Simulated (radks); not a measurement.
Values are calculated unless marked as measured or tabulated.
Spherical quantum dot in the effective-mass picture: electrons in a hard-walled sphere of radius 2.7, all in effective atomic units (hartree* = m*/eps^2 hartree, bohr* = eps/m* bohr), one dielectric constant everywhere. Level of theory: non-relativistic Kohn-Sham, LDA (Slater exchange, Perdew-Wang correlation), spin-polarised, spherical densities (a radial shooting solver with Libxc functionals). Levels are named by radial order and angular momentum (1s, 1p, 1d, 2s, ...), and open shells are averaged over m. Results are scaled to m* = 0.194 and eps = 12.5, for which hartree* = 33.79 meV and bohr* = 3.41 nm. Each electron was tried in the lowest free levels, single moves between levels near the top were tried too, and the lowest total energy was kept; such a search can miss a lower state. At N = 1 the Hartree and exchange-correlation terms need not cancel, so that row can carry a self-interaction error.

N,open shells,2S,E (meV),mu = E(N) - E(N-1) (meV),addition energy mu(N+1) - mu(N) (meV),e(HOMO) (meV),rms radius (nm)
1,"1s(up 1, down 0)",1,23.5758,23.576,20.04,31.339,4.931
2,none,0,67.1936,43.618,37.37,51.613,5.093
3,"1p(up 1, down 0)",1,148.181,80.987,15.78,88.775,5.403
4,"1p(up 2, down 0)",2,244.950,96.769,16.17,104.82,5.574
5,"1p(up 3, down 0)",3,357.893,112.94,20.67,121.09,5.692
6,"1p(up 3, down 1)",2,491.507,133.61,15.50,141.28,5.785
7,"1p(up 3, down 2)",1,640.617,149.11,15.81,156.98,5.859
8,none,0,805.536,164.92,41.28,172.88,5.923
9,"1d(up 1, down 0)",1,1011.74,206.20,15.30,213.83,6.009
10,"1d(up 2, down 0)",2,1233.24,221.50,15.38,229.18,6.080
11,"1d(up 3, down 0)",3,1470.11,236.88,15.42,244.58,6.140
12,"1d(up 4, down 0)",4,1722.41,252.30,15.45,260.02,6.193
13,"1d(up 5, down 0)",5,1990.15,267.75,19.64,275.47,6.240
14,"1d(up 5, down 1)",4,2277.54,287.39,15.08,294.91,6.282
15,"1d(up 5, down 2)",3,2580.01,302.47,15.15,310.03,6.320
16,"1d(up 5, down 3)",2,2897.63,317.62,15.20,325.21,6.355
17,"1d(up 5, down 4)",1,3230.45,332.82,15.23,340.43,6.387
18,none,0,3578.50,348.05,45.62,355.67,6.417
19,"1f(up 1, down 0)",1,3972.16,393.67,14.91,401.12,6.453
20,"1f(up 2, down 0)",2,4380.73,408.57,14.93,416.03,6.487
21,"1f(up 3, down 0)",3,4804.23,423.50,14.94,430.97,6.517
22,"1f(up 4, down 0)",4,5242.68,438.44,14.95,445.92,6.546
23,"1f(up 5, down 0)",5,5696.07,453.39,14.96,460.87,6.572
24,"1f(up 6, down 0)",6,6164.42,468.35,14.96,475.83,6.597
25,"1f(up 7, down 0)",7,6647.73,483.31,18.94,490.79,6.621
26,"1f(up 7, down 1)",6,7149.98,502.25,14.75,509.62,6.643
27,"1f(up 7, down 2)",5,7666.98,517.00,14.78,524.39,6.664
28,"1f(up 7, down 3)",4,8198.76,531.78,-,539.18,6.684

All shells are closed at N = 2, 8, 18 (there: 1s2 1p6 1d10); the second difference of the energy has clear peaks (12 % above both neighbours; the first and last values, which can be the largest, are not judged, and half-filled shells can peak too) at N = 2, 5, 8, 13, 18, 25.
